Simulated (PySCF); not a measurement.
**Gd⁺: excitation energy**

Gd⁺ [Xe] 4f7 5d1 6s1 (10D) → Gd⁺ [Xe] 4f8 6s1 (8F), as a difference of total energies. Calculation: PySCF 2.14, in cc-pVDZ-X2C (8s7p5d3f1g, 84 functions); the spin-free X2C one-electron Hamiltonian (Gaussian nucleus). Correlated levels: valence: [Kr] 4d10 frozen; valence and next inner shell: [Ar] 3d10 frozen. The calculations carry no spin-orbit coupling.

```
                                method  excitation energy (cm⁻¹)  error (cm⁻¹)
                                   UHF                     34873        +25941
                               LC-wPBE                    1045.5         -7886
                                B2PLYP                    9009.1           +78
                                  PW91                   -2028.2        -10960
                         MP2 (valence)                     13999         +5068
                     SCS-MP2 (valence)                     14278         +5346
    MP2 (valence and next inner shell)                     11408         +2476
SCS-MP2 (valence and next inner shell)                     12263         +3332
```

Reference: 8931.5 cm⁻¹ (measured; NIST levels, between the centres of gravity of the two terms).

Errors of the correlated levels include the incompleteness of this basis and the frozen core.
